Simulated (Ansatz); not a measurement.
Species: C6H5, net charge -1, singlet state. It need not be the lowest isomer of its formula. Whether it binds its extra electron was not tested at this geometry. SMILES: [CH2-]C#CC#CC
Geometry from a B3LYP-D3(BJ)/def2-TZVP (Ansatz, a first-principles code) optimisation:
```xyz
11

C      1.7283    -2.3591     1.5873
C      1.0863    -1.3652     0.9433
C      0.4946    -0.4382     0.3447
C     -0.1804     0.5173    -0.2911
C     -0.7134     1.4720    -0.8857
C     -1.9410     2.0106    -1.4872
H      2.2325    -3.1532     1.0465
H      1.7662    -2.4019     2.6709
H     -1.7979     2.2448    -2.5493
H     -2.8086     1.3312    -1.4220
H     -2.2385     2.9548    -1.0145
```
Charge -1, spin multiplicity 1.

### Question
Give the harmonic wavenumbers at B3LYP-D3(BJ)/def2-TZVP (Ansatz, finite differences of forces, unscaled).

### Answer
59, 63, 132, 144, 307, 402, 466, 479, 500, 554, 629, 1009, 1020, 1042, 1048, 1383, 1398, 1474, 1479, 1489, 2059, 2145, 2891, 2982, 2998, 3096, 3153 cm⁻¹. Zero-point energy 49.2 kcal/mol.

### Question
From these and the geometry, give the ideal-gas thermochemistry at 298.15 K and 1 atm (rigid rotor, harmonic oscillator).

### Answer
Point group Cs, rotational symmetry number 1. Rotational constants 60.87, 1.197, 1.192 GHz. S(trans) 38.94, S(rot) 25.72, S(vib) 20.33, S(elec, spin only) 0.00, S 85.0 cal/(mol K). H(298) - H(0) 5.43 kcal/mol; G - E(el) 29.3 kcal/mol.
